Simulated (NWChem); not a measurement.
System: CH$_{3}$Si, doublet; SMILES C=[SiH]

Parts of the log:

```
             Northwest Computational Chemistry Package (NWChem) 7.3.0
             --------------------------------------------------------

 CS  symmetry detected

                             Geometry "geometry" -> ""
                             -------------------------

 Output coordinates in angstroms (scale by  1.889725989 to convert to a.u.)

  No.       Tag          Charge          X              Y              Z
 ---- ---------------- ---------- -------------- -------------- --------------
    1 C                    6.0000     0.00826395     1.10333074     0.00000000
    2 Si                  14.0000    -0.09273362    -0.60745770     0.00000000
    3 H                    1.0000    -0.86869247     1.75609537     0.00000000
    4 H                    1.0000     0.98413670     1.60476199     0.00000000
    5 H                    1.0000     1.13324280    -1.47643399     0.00000000

 Effective nuclear repulsion energy (a.u.)      44.3784992058

      Symmetry information
      --------------------

 Group name             Cs
 Group number              2
 Group order               2
 No. of unique centers     5

                                 NWChem DFT Module
                                 -----------------

 Summary of "ao basis" -> "ao basis" (spherical)
 ------------------------------------------------------------------------------
       Tag                 Description            Shells   Functions and Types
 ---------------- ------------------------------  ------  ---------------------
 C                          def2-svp                 6       14   3s2p1d
 Si                         def2-svp                 8       18   4s3p1d
 H                          def2-svp                 3        5   2s1p

      Symmetry analysis of basis
      --------------------------

        a'         35
        a"         12

            General Information
            -------------------
          SCF calculation type: DFT
          Wavefunction type:  spin polarized.
          No. of atoms     :     5
          No. of electrons :    23
           Alpha electrons :    12
            Beta electrons :    11
          Charge           :     0
          Spin multiplicity:     2
          Use of symmetry is: on ; symmetry adaption is: on
          Maximum number of iterations: 150
          AO basis - number of functions:    47
                     number of shells:    23
          Convergence on energy requested:  1.00D-06
          Convergence on density requested:  1.00D-05
          Convergence on gradient requested:  5.00D-04

              XC Information
              --------------
                         B3LYP Method XC Potential
                     Hartree-Fock (Exact) Exchange  0.200
                        Slater Exchange Functional  0.800 local
                    Becke 1988 Exchange Functional  0.720 non-local
              Lee-Yang-Parr Correlation Functional  0.810
                  VWN I RPA Correlation Functional  0.190 local

             Grid Information
             ----------------
          Grid used for XC integration:  medium
          Radial quadrature: Mura-Knowles
          Angular quadrature: Lebedev.
          Tag              B.-S. Rad. Rad. Pts. Rad. Cut. Ang. Pts.
          ---              ---------- --------- --------- ---------
          C                   0.70       49           8.0       434
          Si                  1.10       88           8.0       590
          H                   0.35       45          10.0       434
          Grid pruning is: on
          Number of quadrature shells:   272
          Spatial weights used:  Erf1

      Superposition of Atomic Density Guess
      -------------------------------------

 Sum of atomic energies:        -327.86119189

      Non-variational initial energy
      ------------------------------

 Total energy =    -328.490893
 1-e energy   =    -540.038693
 2-e energy   =     167.169301
 HOMO         =      -0.167208
 LUMO         =      -0.008593

   Symmetry analysis of molecular orbitals - initial alpha
   -------------------------------------------------------

  Numbering of irreducible representations:

     1 a'          2 a"

  Orbital symmetries:

     1 a'          2 a'          3 a'          4 a'          5 a'
     6 a"          7 a'          8 a'          9 a'         10 a'
    11 a"         12 a'         13 a"         14 a'         15 a'
    16 a'         17 a'         18 a'         19 a'         20 a'
    21 a"         22 a'

   Symmetry analysis of molecular orbitals - initial beta
   ------------------------------------------------------

  Numbering of irreducible representations:

     1 a'          2 a"

  Orbital symmetries:

     1 a'          2 a'          3 a'          4 a'          5 a'
     6 a"          7 a'          8 a'          9 a'         10 a'
    11 a"         12 a'         13 a"         14 a'         15 a'
    16 a'         17 a'         18 a'         19 a'         20 a'
    21 a"         22 a'

   convergence    iter        energy       DeltaE   RMS-Dens  Diis-err
 ---------------- ----- ----------------- --------- --------- ---------
 d= 0,ls=0.0,diis     1   -329.1445564770 -3.74D+02  1.31D-02  6.65D-02
                                                     1.02D-02  5.41D-02
 d= 0,ls=0.0,diis     2   -329.0454394121  9.91D-02  8.09D-03  1.88D-01
                                                     8.20D-03  1.94D-01
 d= 0,ls=0.0,diis     3   -329.1851546291 -1.40D-01  1.33D-03  7.09D-03
                                                     1.01D-03  6.15D-03
 d= 0,ls=0.0,diis     4   -329.1894532523 -4.30D-03  5.50D-04  1.47D-04
                                                     2.64D-04  7.96D-05
 d= 0,ls=0.0,diis     5   -329.1895978322 -1.45D-04  1.17D-04  1.02D-05
                                                     1.78D-04  2.25D-05
  Resetting Diis
 d= 0,ls=0.0,diis     6   -329.1896310574 -3.32D-05  1.07D-04  2.42D-06
                                                     1.04D-04  4.40D-06
 d= 0,ls=0.0,diis     7   -329.1896470321 -1.60D-05  6.89D-05  1.18D-06
                                                     7.42D-05  1.59D-06
 d= 0,ls=0.0,diis     8   -329.1896548566 -7.82D-06  8.76D-05  9.87D-07
                                                     6.23D-05  5.62D-07
 d= 0,ls=0.0,diis     9   -329.1896602801 -5.42D-06  7.83D-05  2.57D-07
                                                     1.05D-04  1.22D-06
 d= 0,ls=0.0,diis    10   -329.1896637842 -3.50D-06  4.30D-05  5.48D-07
                                                     2.93D-05  2.89D-07
 d= 0,ls=0.0,diis    11   -329.1896643622 -5.78D-07  1.76D-06  1.13D-09
                                                     1.45D-06  1.65D-09

         Total DFT energy =     -329.189664362237
      One electron energy =     -541.720743789960
           Coulomb energy =      195.531543889678
    Exchange-Corr. energy =      -27.378963667724
 Nuclear repulsion energy =       44.378499205769

 Numeric. integr. density =       23.000001571727

                  Occupations of the irreducible representations
                  ----------------------------------------------

                     irrep           alpha         beta
                     --------     --------     --------
                     a'               10.0          9.0
                     a"                2.0          2.0

                    DFT Final Alpha Molecular Orbital Analysis
                    ------------------------------------------

 Vector   10  Occ=1.000000D+00  E=-3.668703D-01  Symmetry=a'
              MO Center=  2.4D-01,  1.6D-02, -2.0D-15, r^2= 2.7D+00
   Bfn.  Coefficient  Atom+Function         Bfn.  Coefficient  Atom+Function
  ----- ------------  ---------------      ----- ------------  ---------------
     5      0.375442  1 C  py                43      0.308836  5 H  s
    23     -0.270245  2 Si py                33      0.214405  3 H  s
    44      0.171525  5 H  s                 20      0.154240  2 Si py
     8      0.148022  1 C  py                26     -0.147414  2 Si py
    34      0.116888  3 H  s                 22      0.104513  2 Si px

 Vector   11  Occ=1.000000D+00  E=-2.451840D-01  Symmetry=a'
              MO Center= -3.2D-01, -7.6D-01,  5.7D-15, r^2= 2.4D+00
   Bfn.  Coefficient  Atom+Function         Bfn.  Coefficient  Atom+Function
  ----- ------------  ---------------      ----- ------------  ---------------
    18      0.374271  2 Si s                 25     -0.355428  2 Si px
    22     -0.331340  2 Si px                17      0.300426  2 Si s
    26     -0.231669  2 Si py                44     -0.228240  5 H  s
    43     -0.211126  5 H  s                 23     -0.199159  2 Si py
     5      0.176643  1 C  py                19      0.172005  2 Si px

 Vector   12  Occ=1.000000D+00  E=-2.322296D-01  Symmetry=a"
              MO Center= -4.0D-02,  3.5D-01,  1.2D-15, r^2= 2.2D+00
   Bfn.  Coefficient  Atom+Function         Bfn.  Coefficient  Atom+Function
  ----- ------------  ---------------      ----- ------------  ---------------
     6      0.401853  1 C  pz                27      0.374504  2 Si pz
     9      0.305785  1 C  pz                24      0.301197  2 Si pz
    21     -0.161992  2 Si pz                29      0.046904  2 Si d -1

[...]

                         DFT ENERGY GRADIENTS

    atom               coordinates                        gradient
                 x          y          z           x          y          z
   1 C       0.015617   2.084993   0.000000    0.000208  -0.001376   0.000000
   2 Si     -0.175241  -1.147929   0.000000    0.000436   0.001814   0.000000
   3 H      -1.641591   3.318539   0.000000   -0.000106  -0.000213   0.000000
   4 H       1.859749   3.032560   0.000000   -0.000255  -0.000253   0.000000
   5 H       2.141518  -2.790056   0.000000   -0.000283   0.000028   0.000000
```

Level: B3LYP/def2-SVP, spin-unrestricted. Geometry: optimised at PBE0/def2-SVP, spin-unrestricted. No stability test was run on the SCF state. B3LYP is NWChem's, with the RPA form of VWN correlation.

Reconstruct the input file.

Several could match; the one computed here: the input that was run:
```
start job
memory heap 200 mb stack 700 mb global 900 mb
geometry units angstroms noautoz
  C     -0.035883     1.111908    -0.067276
  Si    -0.093588    -0.576206     0.222446
  H     -0.917457     1.757387    -0.030692
  H      0.915057     1.605340    -0.303917
  H      1.137783    -1.435562     0.164388
end
basis spherical
  C library def2-svp
  Si library def2-svp
  H library def2-svp
end
dft
  odft
  mult 2
  xc b3lyp
  iterations 150
end
task dft gradient
```
